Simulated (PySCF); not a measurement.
## Core-level binding energies of `B1OCCO1`

Compound: C₂H₅BO₂.
Bonds: B1–O2, O2–C3, C3–C4, C4–O5, B1–O5. Hydrogens: H6 on B1; H7, H8 on C3; H9, H10 on C4.

Computed, not measured: delta-SCF UKS SCAN, pcX-2 on the ionised atom, pcseg-1 elsewhere, spin-free X2C in PySCF. Each binding energy is the total energy of the core-ionised species, with the hole localised on one atom, minus that of the ground state; both are solved self-consistently, so orbital relaxation is included.

Q: What binding energy does each computed site have?

A: 
```
atom(s)                 environment  level  binding energy (eV)  count
     B1      three-coordinate boron   B 1s               197.20      1
  C3/C4  sp3 carbon bound to oxygen   C 1s               292.72      2
  O2/O5          boron-bound oxygen   O 1s               538.86      2
```

Q: What is the longest wavelength that can ionise C 1s of C3/C4 vertically?

A: λ = hc/E = 12398.42 eV Å / 292.72 eV = 42.356 Å.

Q: Express the binding energy of C 1s of C3/C4 in atomic units and per mole.

A: 292.72 eV = 10.7573 Eh = 28243 kJ/mol.

Atoms equivalent by their bonding share one computed value, that of the first of them. Isolated species at its PBE0-D3(BJ)/def2-SVP geometry, gas phase.
